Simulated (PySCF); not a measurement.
PySCF input for Ga(H)(F)(NH2) (FGaH3N), SMILES [NH2][GaH][F], ADC(2)/aug-cc-pVDZ. Geometry optimised at ωB97X-D3(BJ)/def2-TZVP. One conformer was computed; it need not be the lowest.

```python
import numpy as np
from pyscf import gto, scf, dft, adc

mol = gto.M(
    atom='''
    Ga   -0.33647071   -0.04520785    0.00000000
    H    -1.85735333   -0.29571454   -0.00000000
    F     0.74710482   -1.43730231   -0.00000000
    N     0.55506664    1.51940903   -0.00000000
    H     1.55983716    1.57201814    0.00000000
    H     0.11869829    2.42499730   -0.00000000
    ''',
    basis='aug-cc-pVDZ',
    charge=0,
    spin=0,
    max_memory=1600,
    verbose=4,
)
mf = scf.RHF(mol)
mf.conv_tol = 1e-10
mf.max_cycle = 100
mf.kernel()
res = {}
for kind, nroots in (('ee', 6), ('ip', 6), ('ea', 2)):
    a = adc.ADC(mf).density_fit('aug-cc-pvdz-ri')
    a.method, a.method_type = 'adc(2)', kind
    e, v, p, x = a.kernel(nroots=nroots)
    res[kind] = (e * 27.211386245988, p)
for kind, (e, p) in res.items():
    print(kind, 'energies / eV', np.round(e, 3), 'strengths', np.round(p, 4))
```

It prints:

```
PySCF version 2.14.0

[INPUT] verbose = 4
[INPUT] num. atoms = 6
[INPUT] num. electrons = 50
[INPUT] charge = 0
[INPUT] spin (= nelec alpha-beta = 2S) = 0
[INPUT] symmetry False subgroup None
[INPUT] Mole.unit = angstrom
[INPUT] Symbol           X                Y                Z      unit          X                Y                Z       unit  Magmom
[INPUT]  1 Ga    -0.336470710000  -0.045207850000   0.000000000000 AA   -0.635837490838  -0.085430455180   0.000000000000 Bohr   0.0
[INPUT]  2 H     -1.857353330000  -0.295714540000   0.000000000000 AA   -3.509889110249  -0.558819491652   0.000000000000 Bohr   0.0
[INPUT]  3 F      0.747104820000  -1.437302310000   0.000000000000 AA    1.411823496142  -2.716107724105   0.000000000000 Bohr   0.0
[INPUT]  4 N      0.555066640000   1.519409030000   0.000000000000 AA    1.048923930483   2.871266937891   0.000000000000 Bohr   0.0
[INPUT]  5 H      1.559837160000   1.572018140000   0.000000000000 AA    2.947665031319   2.970683747448   0.000000000000 Bohr   0.0
[INPUT]  6 H      0.118698290000   2.424997300000   0.000000000000 AA    0.224307259554   4.582580749810   0.000000000000 Bohr   0.0

nuclear repulsion = 196.08869373579
number of shells = 40
number of NR pGTOs = 189
number of NR cGTOs = 109
basis = aug-cc-pVDZ
ecp = {}


[settings echo left out]
init E= -2078.27920634533
  HOMO = -0.301418076179576  LUMO = 0.00103943781765903  gap/eV = 8.23029
cycle= 1 E= -2078.86523991045  delta_E= -0.586  |g|= 0.557  |ddm|= 2.19
  HOMO = -0.39423760276904  LUMO = 0.0264249824401617  gap/eV = 11.44681
cycle= 2 E= -2078.91390972053  delta_E= -0.0487  |g|= 0.377  |ddm|= 0.654
  HOMO = -0.415980289536015  LUMO = 0.0288736867548123  gap/eV = 12.10509
cycle= 3 E= -2078.93696694117  delta_E= -0.0231  |g|= 0.0389  |ddm|= 0.209
  HOMO = -0.413700145833625  LUMO = 0.030013127597987  gap/eV = 12.07405
cycle= 4 E= -2078.93769345763  delta_E= -0.000727  |g|= 0.00919  |ddm|= 0.0797
  HOMO = -0.410350788198786  LUMO = 0.0300772312698848  gap/eV = 11.98466
cycle= 5 E= -2078.93772922409  delta_E= -3.58e-05  |g|= 0.00416  |ddm|= 0.0153
  HOMO = -0.411349309369602  LUMO = 0.030009686918174  gap/eV = 12.00999
cycle= 6 E= -2078.93773473491  delta_E= -5.51e-06  |g|= 0.000985  |ddm|= 0.00441
  HOMO = -0.411112220591199  LUMO = 0.0300096251418692  gap/eV = 12.00354
cycle= 7 E= -2078.93773559218  delta_E= -8.57e-07  |g|= 0.000336  |ddm|= 0.00218
  HOMO = -0.411092677687292  LUMO = 0.0300066608034783  gap/eV = 12.00292
cycle= 8 E= -2078.93773569175  delta_E= -9.96e-08  |g|= 6.94e-05  |ddm|= 0.00099
  HOMO = -0.411072988518845  LUMO = 0.0300065626935661  gap/eV = 12.00239
cycle= 9 E= -2078.93773569597  delta_E= -4.21e-09  |g|= 1.56e-05  |ddm|= 0.000191
  HOMO = -0.411071432473251  LUMO = 0.0300066769979159  gap/eV = 12.00235
cycle= 10 E= -2078.93773569616  delta_E= -1.94e-10  |g|= 4.34e-06  |ddm|= 3.86e-05
  HOMO = -0.411071129680979  LUMO = 0.0300065990327022  gap/eV = 12.00234
cycle= 11 E= -2078.93773569617  delta_E= -1.46e-11  |g|= 1.01e-06  |ddm|= 1.07e-05
  HOMO = -0.411071118171392  LUMO = 0.0300066057466271  gap/eV = 12.00234
Extra cycle  E= -2078.93773569617  delta_E= 5e-12  |g|= 4.59e-07  |ddm|= 1.85e-06
converged SCF energy = -2078.93773569617

******** <class 'pyscf.adc.radc.RADC'> ********
******** ADC Orbital Information ********
Number of Frozen Occupied Orbitals: 0
Number of Frozen Virtual Orbitals: 0
Number of Active Occupied Orbitals: 25
Number of Active Virtual Orbitals: 84
*****************************************
******** <class 'pyscf.df.df.DF'> ********
auxbasis = aug-cc-pvdz-ri
Reference correlation energy (doubles): -0.50798071
MP2 correlation energy of reference state (a.u.) = -0.50798071

******** <class 'pyscf.adc.radc_ee.RADCEE'> ********
max_space = 12
max_cycle = 50
conv_tol = 1e-08

*************************************************************
        ADC calculation summary (singlet states only)
*************************************************************
adc(2) root 0  |  Energy (Eh) =   0.2140016962  |  Energy (eV) =   5.82328277  |  Osc. strength = 0.08563840  |  conv = True
adc(2) root 1  |  Energy (Eh) =   0.2313971044  |  Energy (eV) =   6.29663593  |  Osc. strength = 0.10854565  |  conv = True
adc(2) root 2  |  Energy (Eh) =   0.2549127366  |  Energy (eV) =   6.93652888  |  Osc. strength = 0.00099941  |  conv = True
adc(2) root 3  |  Energy (Eh) =   0.2720267202  |  Energy (eV) =   7.40222409  |  Osc. strength = 0.00301442  |  conv = True
adc(2) root 4  |  Energy (Eh) =   0.2823314961  |  Energy (eV) =   7.68263133  |  Osc. strength = 0.02898177  |  conv = False
adc(2) root 5  |  Energy (Eh) =   0.2885606224  |  Energy (eV) =   7.85213449  |  Osc. strength = 0.05897751  |  conv = True

WARN: Davidson iterations for 1 root(s) did not converge!!!


******** <class 'pyscf.adc.radc.RADC'> ********
******** ADC Orbital Information ********
Number of Frozen Occupied Orbitals: 0
Number of Frozen Virtual Orbitals: 0
Number of Active Occupied Orbitals: 25
Number of Active Virtual Orbitals: 84
*****************************************
******** <class 'pyscf.df.df.DF'> ********
auxbasis = aug-cc-pvdz-ri
Reference correlation energy (doubles): -0.50798071
MP2 correlation energy of reference state (a.u.) = -0.50798071

******** <class 'pyscf.adc.radc_ip.RADCIP'> ********
max_space = 12
max_cycle = 50
conv_tol = 1e-08

*************************************************************
        ADC calculation summary (doublet states only)
*************************************************************
adc(2) root 0  |  Energy (Eh) =   0.3440940159  |  Energy (eV) =   9.36327509  |  Spec. factor = 1.75014898  |  conv = True
adc(2) root 1  |  Energy (Eh) =   0.4196119436  |  Energy (eV) =  11.41822258  |  Spec. factor = 1.75245838  |  conv = True
adc(2) root 2  |  Energy (Eh) =   0.4456088004  |  Energy (eV) =  12.12563308  |  Spec. factor = 1.72446506  |  conv = True
adc(2) root 3  |  Energy (Eh) =   0.4631975845  |  Energy (eV) =  12.60424828  |  Spec. factor = 1.77068934  |  conv = True
adc(2) root 4  |  Energy (Eh) =   0.4791603933  |  Energy (eV) =  13.03861843  |  Spec. factor = 1.76579897  |  conv = True
adc(2) root 5  |  Energy (Eh) =   0.5772013799  |  Energy (eV) =  15.70644956  |  Spec. factor = 1.78161716  |  conv = True

******** <class 'pyscf.adc.radc.RADC'> ********
******** ADC Orbital Information ********
Number of Frozen Occupied Orbitals: 0
Number of Frozen Virtual Orbitals: 0
Number of Active Occupied Orbitals: 25
Number of Active Virtual Orbitals: 84
*****************************************
******** <class 'pyscf.df.df.DF'> ********
auxbasis = aug-cc-pvdz-ri
Reference correlation energy (doubles): -0.50798071
MP2 correlation energy of reference state (a.u.) = -0.50798071

******** <class 'pyscf.adc.radc_ea.RADCEA'> ********
max_space = 12
max_cycle = 50
conv_tol = 1e-08

*************************************************************
        ADC calculation summary (doublet states only)
*************************************************************
adc(2) root 0  |  Energy (Eh) =   0.0212786911  |  Energy (eV) =   0.57902268  |  Spec. factor = 1.97512691  |  conv = True
adc(2) root 1  |  Energy (Eh) =   0.0287902955  |  Energy (eV) =   0.78342384  |  Spec. factor = 1.99336083  |  conv = True
ee energies / eV [5.823 6.297 6.937 7.402 7.683 7.852] strengths [0.0856 0.1085 0.001  0.003  0.029  0.059 ]
ip energies / eV [ 9.363 11.418 12.126 12.604 13.039 15.706] strengths [1.7501 1.7525 1.7245 1.7707 1.7658 1.7816]
ea energies / eV [0.579 0.783] strengths [1.9751 1.9934]
```

The run did not converge; its last values are not results.
